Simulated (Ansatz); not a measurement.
Consider the ligand exchange at the Al–C bond: `C[CH](C)[Al]([OH])[OH]` + `CNC` → `C[N](C)[Al]([OH])[OH]` + `CCC`.

Isolated molecules relaxed with PBE0-D4/def2-TZVP in Ansatz; ΔE leaves out vibrations. CCSD(T)/CBS is the MP2 limit (def2-TZVPP, def2-QZVPP) plus CCSD(T) − MP2 in def2-TZVPP, frozen cores. DFT in def2-TZVPP. B3LYP here is the variant with VWN-RPA as its local correlation; programs differ in this. Each species was taken in one conformer, which may not be the lowest.

`C[CH](C)[Al]([OH])[OH]`:

Z-matrix (Å, degrees):
```
C
C 1 1.529
H 1 1.097 2 111.0
H 1 1.095 2 111.4 3 -119.1
H 1 1.092 2 112.3 3 120.8
C 2 1.529 1 111.6 3 57.7
Al 2 1.955 1 112.8 3 -174.2
H 2 1.101 1 107.4 3 -59.7
H 6 1.097 2 111.0 1 -57.7
H 6 1.092 2 112.3 1 -178.5
H 6 1.095 2 111.4 1 61.3
O 7 1.698 2 118.7 1 26.4
O 7 1.698 2 118.6 1 -154.7
H 12 0.955 7 125.7 2 178.4
H 13 0.955 7 125.7 2 -178.4
```

`CNC`:

Cartesian coordinates in Å:
```
C 0.763 0.120 -0.930
N 0.331 0.485 0.399
C -0.926 -0.125 0.766
H 1.741 0.558 -1.138
H 0.058 0.521 -1.665
H 0.828 -0.969 -1.097
H 1.043 0.235 1.072
H -1.721 0.263 0.122
H -1.180 0.135 1.796
H -0.935 -1.225 0.674
```

`C[N](C)[Al]([OH])[OH]`:

```xyz
14

C    -0.715   -1.310   -0.710
N    -0.030   -0.095   -0.355
C     0.467    0.618   -1.508
Al    0.196    0.488    1.296
O    -0.379   -0.317    2.672
O     1.042    1.941    1.492
H    -1.080   -1.832    0.179
H    -1.584   -1.116   -1.357
H    -0.058   -2.006   -1.254
H     0.981    1.532   -1.204
H     1.177    0.008   -2.085
H    -0.348    0.901   -2.190
H    -0.870   -1.135    2.672
H     1.203    2.322    2.353
```

`CCC`:

```xyz
11

C    -1.117    0.044    0.635
C     0.102    0.600   -0.083
C     1.041   -0.488   -0.573
H    -0.823   -0.547    1.507
H    -1.695   -0.611   -0.024
H    -1.781    0.840    0.980
H    -0.222    1.213   -0.931
H     0.644    1.276    0.588
H     1.911   -0.070   -1.086
H     0.534   -1.160   -1.272
H     1.406   -1.097    0.259
```

```tsv
level	ΔE (kJ/mol)
r2SCAN-D4	-103.6
B3LYP-D4	-103.2
PBE	-93.0
r2SCAN	-103.6
CCSD(T)/def2-TZVPP	-104.5
MP2/def2-QZVPP	-105.8
SCS-MP2/def2-QZVPP	-107.2
MP2/CBS(def2)	-104.9
```

Q: What does CCSD(T)/CBS give? (Estimate.)

A: Computed: -103.0 kJ/mol. The listed levels differ from it by -0.6, -0.2, 10.0, -0.6, -1.5, -2.8, -4.2, -1.9 kJ/mol.

Largest T1 diagnostic among the species: 0.011.

In def2-TZVPP, CCSD(T) changes the Hartree–Fock value by +8.2 kJ/mol (the triples alone add +1.5 kJ/mol) and MP2 by +6.2 kJ/mol. From PBE to PBE0 (25 % exact exchange), in def2-TZVPP and without D4, ΔE moves by −4.3 kJ/mol.
